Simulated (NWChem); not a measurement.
The numbers come from NWChem runs, not from measurements. System: cyclopentasilane (H$_{10}$Si$_{5}$), charge 0, spin multiplicity 1, at a geometry optimised with PBE/def2-SVP. Level: RHF/def2-SVP.

Job file:

```
start mol
memory heap 200 mb stack 900 mb global 1100 mb
geometry units angstroms nocenter noautoz
  Si    -0.916943    -0.744898    -1.571876
  Si    -1.858806    -0.381811     0.567113
  Si     0.000000     0.000000     1.997246
  Si     1.858806     0.381811     0.567113
  Si     0.916943     0.744898    -1.571876
  H     -0.394616    -2.158740    -1.650656
  H     -1.889631    -0.524089    -2.701386
  H     -2.722729    -1.523434     1.038256
  H     -2.703746     0.867431     0.518490
  H      0.250623    -1.195521     2.881266
  H     -0.250623     1.195521     2.881266
  H      2.703746    -0.867431     0.518490
  H      2.722729     1.523434     1.038256
  H      0.394616     2.158740    -1.650656
  H      1.889631     0.524089    -2.701386
  symmetry group C2
end
basis spherical
  * library def2-svp
end
scf
  rhf
  nopen 0
  maxiter 100
  thresh 1e-7
  semidirect memsize 60000000 filesize 0
end
task scf energy
```

Output (cleaned and shortened):

```
             Northwest Computational Chemistry Package (NWChem) 7.3.0
             --------------------------------------------------------

                                NWChem Input Module
                                -------------------

 Scaling coordinates for geometry "geometry" by  1.889725989
 (inverse scale =  0.529177249)

 Turning off AUTOSYM since
 SYMMETRY directive was detected!

                             Geometry "geometry" -> ""
                             -------------------------

 Output coordinates in angstroms (scale by  1.889725989 to convert to a.u.)

  No.       Tag          Charge          X              Y              Z
 ---- ---------------- ---------- -------------- -------------- --------------
    1 Si                  14.0000    -0.91694300    -0.74489800    -1.57187600
    2 Si                  14.0000    -1.85880600    -0.38181100     0.56711300
    3 Si                  14.0000     0.00000000     0.00000000     1.99724600
    4 Si                  14.0000     1.85880600     0.38181100     0.56711300
    5 Si                  14.0000     0.91694300     0.74489800    -1.57187600
    6 H                    1.0000    -0.39461600    -2.15874000    -1.65065600
    7 H                    1.0000    -1.88963100    -0.52408900    -2.70138600
    8 H                    1.0000    -2.72272900    -1.52343400     1.03825600
    9 H                    1.0000    -2.70374600     0.86743100     0.51849000
   10 H                    1.0000     0.25062300    -1.19552100     2.88126600
   11 H                    1.0000    -0.25062300     1.19552100     2.88126600
   12 H                    1.0000     2.70374600    -0.86743100     0.51849000
   13 H                    1.0000     2.72272900     1.52343400     1.03825600
   14 H                    1.0000     0.39461600     2.15874000    -1.65065600
   15 H                    1.0000     1.88963100     0.52408900    -2.70138600

 Effective nuclear repulsion energy (a.u.)     490.4096451704

            Nuclear Dipole moment (a.u.)
            ----------------------------
        X                 Y               Z
 ---------------- ---------------- ----------------
     0.0000000000     0.0000000000     0.0000377945

      Symmetry information
      --------------------

 Group name             C2
 Group number              4
 Group order               2
 No. of unique centers     8

      Symmetry unique atoms

     1    2    3    6    7    8    9   10


 Summary of "ao basis" -> "" (spherical)
 ------------------------------------------------------------------------------
       Tag                 Description            Shells   Functions and Types
 ---------------- ------------------------------  ------  ---------------------
 *                          def2-svp                  on all atoms

 Summary of "ao basis" -> "ao basis" (spherical)
 ------------------------------------------------------------------------------
       Tag                 Description            Shells   Functions and Types
 ---------------- ------------------------------  ------  ---------------------
 Si                         def2-svp                 8       18   4s3p1d
 H                          def2-svp                 3        5   2s1p

                                 NWChem SCF Module
                                 -----------------

  ao basis        = "ao basis"
  functions       =   140
  atoms           =    15
  closed shells   =    40
  open shells     =     0
  charge          =   0.00
  wavefunction    = RHF
  use symmetry    = T
  symmetry adapt  = T

 Summary of "ao basis" -> "ao basis" (spherical)
 ------------------------------------------------------------------------------
       Tag                 Description            Shells   Functions and Types
 ---------------- ------------------------------  ------  ---------------------
 Si                         def2-svp                 8       18   4s3p1d
 H                          def2-svp                 3        5   2s1p

      Symmetry analysis of basis
      --------------------------

        a          71
        b          69

 Forming initial guess at       0.1s

      Superposition of Atomic Density Guess
      -------------------------------------

 Sum of atomic energies:       -1448.68551176

      Non-variational initial energy
      ------------------------------

 Total energy =   -1450.415554
 1-e energy   =   -2985.939322
 2-e energy   =    1045.114122
 HOMO         =      -0.280074
 LUMO         =       0.012446

      Symmetry analysis of molecular orbitals - initial
      -------------------------------------------------

  Numbering of irreducible representations:

     1 a           2 b

  Orbital symmetries:

     1 b           2 a           3 a           4 b           5 a
     6 a           7 b           8 a           9 b          10 a
    11 a          12 b          13 a          14 b          15 a
    16 b          17 a          18 b          19 b          20 a
    21 b          22 a          23 b          24 a          25 b
    26 a          27 a          28 b          29 b          30 a
    31 b          32 a          33 b          34 a          35 b
    36 a          37 a          38 b          39 b          40 a
    41 b          42 a          43 a          44 b          45 b
    46 a          47 b          48 a          49 b          50 a

 Starting SCF solution at       2.2s

 ----------------------------------------------
         Quadratically convergent ROHF

 Convergence threshold     :          1.000E-07
 Maximum no. of iterations :          100
 Final Fock-matrix accuracy:          1.000E-09
 ----------------------------------------------

              iter       energy          gnorm     gmax       time
             ----- ------------------- --------- --------- --------
                 1    -1449.9529296601  6.51D-01  1.70D-01      2.4
                 2    -1450.0184421466  1.92D-01  5.84D-02      2.9
                 3    -1450.0232500732  9.53D-03  1.91D-03      3.4
                 4    -1450.0232630124  1.39D-05  3.25D-06      4.2
                 5    -1450.0232630124  3.47D-09  7.12D-10      5.3

       Final RHF  results
       ------------------

         Total SCF energy =  -1450.023263012421
      One-electron energy =  -2988.830749258063
      Two-electron energy =   1048.397841075287
 Nuclear repulsion energy =    490.409645170356

        Time for solution =      3.1s

       Symmetry analysis of molecular orbitals - final
       -----------------------------------------------

  Numbering of irreducible representations:

     1 a           2 b

  Orbital symmetries:

     1 a           2 a           3 b           4 b           5 a
     6 a           7 a           8 b           9 a          10 b
    11 a          12 b          13 a          14 b          15 a
    16 b          17 b          18 a          19 b          20 a
    21 a          22 b          23 b          24 a          25 b
    26 a          27 b          28 a          29 b          30 a
    31 b          32 a          33 b          34 a          35 b
    36 a          37 a          38 b          39 b          40 a
    41 b          42 a          43 a          44 b          45 b
    46 a          47 b          48 a          49 b          50 a

             Final eigenvalues
             -----------------

              1
    1  -68.7561
    2  -68.7560
    3  -68.7560
    4  -68.7559
    5  -68.7559
    6   -6.1299
    7   -6.1299
    8   -6.1298
    9   -6.1297
   10   -6.1297
   11   -4.2400
   12   -4.2399
   13   -4.2398
   14   -4.2398
   15   -4.2398
   16   -4.2394
   17   -4.2394
   18   -4.2394
   19   -4.2393
   20   -4.2393
   21   -4.2393
   22   -4.2393
   23   -4.2392
   24   -4.2392
   25   -4.2392
   26   -0.7949
   27   -0.7236
   28   -0.7236
   29   -0.6367
   30   -0.6334
   31   -0.5141
   32   -0.5011
   33   -0.4921
   34   -0.4915
   35   -0.4642
   36   -0.4570
   37   -0.4112
   38   -0.4103
   39   -0.3744
   40   -0.3684
   41    0.0765
   42    0.1140
   43    0.1203
   44    0.1210
   45    0.1436
   46    0.1479
   47    0.1700
   48    0.1744
   49    0.1975
   50    0.2059

                       ROHF Final Molecular Orbital Analysis
                       -------------------------------------

 Vector   38  Occ=2.000000D+00  E=-4.102775D-01  Symmetry=b
              MO Center=  4.0D-14, -3.6D-14, -9.3D-02, r^2= 6.4D+00
   Bfn.  Coefficient  Atom+Function         Bfn.  Coefficient  Atom+Function
  ----- ------------  ---------------      ----- ------------  ---------------
    26      0.184783   2 Si px               62      0.184783   4 Si px
    29      0.173182   2 Si px               65      0.173182   4 Si px
    10      0.151670   1 Si pz               82     -0.151670   5 Si pz

 Vector   39  Occ=2.000000D+00  E=-3.743689D-01  Symmetry=b
              MO Center= -4.5D-13, -1.6D-13,  7.6D-01, r^2= 5.3D+00
   Bfn.  Coefficient  Atom+Function         Bfn.  Coefficient  Atom+Function
  ----- ------------  ---------------      ----- ------------  ---------------
    44      0.271902   3 Si px               47      0.253679   3 Si px
    28     -0.186832   2 Si pz               64      0.186832   4 Si pz
    31     -0.173476   2 Si pz               67      0.173476   4 Si pz

 Vector   40  Occ=2.000000D+00  E=-3.684208D-01  Symmetry=a
              MO Center=  3.0D-13,  5.3D-14, -6.2D-01, r^2= 5.4D+00
   Bfn.  Coefficient  Atom+Function         Bfn.  Coefficient  Atom+Function
  ----- ------------  ---------------      ----- ------------  ---------------
     8      0.198445   1 Si px               80     -0.198445   5 Si px
    11      0.191869   1 Si px               83     -0.191869   5 Si px
    28      0.176990   2 Si pz               64      0.176990   4 Si pz
    31      0.174471   2 Si pz               67      0.174471   4 Si pz

 Vector   41  Occ=0.000000D+00  E= 7.652731D-02  Symmetry=b
              MO Center= -3.1D-15, -1.1D-14,  2.2D-01, r^2= 6.5D+00
   Bfn.  Coefficient  Atom+Function         Bfn.  Coefficient  Atom+Function
  ----- ------------  ---------------      ----- ------------  ---------------
    48      0.492195   3 Si py               30      0.445845   2 Si py
    66      0.445845   4 Si py              112      0.422043  10 H  s
   117     -0.422043  11 H  s               102      0.389825   8 H  s
   127     -0.389825  13 H  s               107     -0.376551   9 H  s
   122      0.376551  12 H  s                97     -0.371819   7 H  s

 Vector   42  Occ=0.000000D+00  E= 1.139604D-01  Symmetry=a
              MO Center= -6.5D-15, -3.4D-15,  6.7D-01, r^2= 7.7D+00
   Bfn.  Coefficient  Atom+Function         Bfn.  Coefficient  Atom+Function
  ----- ------------  ---------------      ----- ------------  ---------------
    49      0.624050   3 Si pz              102     -0.536983   8 H  s
   127     -0.536983  13 H  s                 4      0.488843   1 Si s
    31      0.489426   2 Si pz               67      0.489426   4 Si pz
    76      0.488843   5 Si s                97     -0.485816   7 H  s
   137     -0.485816  15 H  s               112     -0.441025  10 H  s

 Vector   43  Occ=0.000000D+00  E= 1.203056D-01  Symmetry=a
              MO Center=  4.8D-13, -1.6D-15, -4.6D-01, r^2= 7.9D+00
   Bfn.  Coefficient  Atom+Function         Bfn.  Coefficient  Atom+Function
  ----- ------------  ---------------      ----- ------------  ---------------
    13      0.675139   1 Si pz               85      0.675139   5 Si pz
    31      0.660225   2 Si pz               67      0.660225   4 Si pz
    40     -0.630655   3 Si s                97      0.455284   7 H  s
   137      0.455284  15 H  s                49      0.433668   3 Si pz
    30      0.337492   2 Si py               66     -0.337492   4 Si py

 center of mass
 --------------
 x =   0.00000000 y =  -0.00000000 z =  -0.00214564

 moments of inertia (a.u.)
 ------------------
        1306.015268237682        -302.368998123935           0.000000000000
        -302.368998123935        2089.732349409252          -0.000000000000
           0.000000000000          -0.000000000000        1199.579577228891

  Mulliken analysis of the total density
  --------------------------------------

    Atom       Charge   Shell Charges
 -----------   ------   -------------------------------------------------------
    1 Si  14    13.82   2.00  1.99  0.96  0.29  5.94  1.26  1.22  0.16
    2 Si  14    13.83   2.00  1.99  0.96  0.28  5.94  1.26  1.22  0.16
    3 Si  14    13.82   2.00  1.99  0.97  0.28  5.94  1.26  1.22  0.16
    4 Si  14    13.83   2.00  1.99  0.96  0.28  5.94  1.26  1.22  0.16
    5 Si  14    13.82   2.00  1.99  0.96  0.29  5.94  1.26  1.22  0.16
    6 H    1     1.09   0.72  0.36  0.01
    7 H    1     1.09   0.72  0.35  0.01
    8 H    1     1.08   0.72  0.35  0.01
    9 H    1     1.09   0.72  0.35  0.01
   10 H    1     1.09   0.72  0.35  0.01
   11 H    1     1.09   0.72  0.35  0.01
   12 H    1     1.09   0.72  0.35  0.01
   13 H    1     1.08   0.72  0.35  0.01
   14 H    1     1.09   0.72  0.36  0.01
   15 H    1     1.09   0.72  0.35  0.01

       Multipole analysis of the density wrt the origin
       ------------------------------------------------

     L   x y z        total         open         nuclear
     -   - - -        -----         ----         -------
     0   0 0 0     -0.000000      0.000000     80.000000

     1   1 0 0     -0.000000      0.000000      0.000000
     1   0 1 0     -0.000000      0.000000      0.000000
     1   0 0 1     -0.043360      0.000000      0.000038

     2   2 0 0    -58.059836      0.000000    561.770938
     2   1 1 0     -0.004723      0.000000    163.151573
     2   1 0 1      0.000000      0.000000      0.000000
     2   0 2 0    -57.440288      0.000000    137.461144
     2   0 1 1      0.000000      0.000000      0.000000
     2   0 0 2    -58.037440      0.000000    619.132220

 Task  times  cpu:        5.3s     wall:        5.3s

 Total times  cpu:        5.4s     wall:        5.4s
```
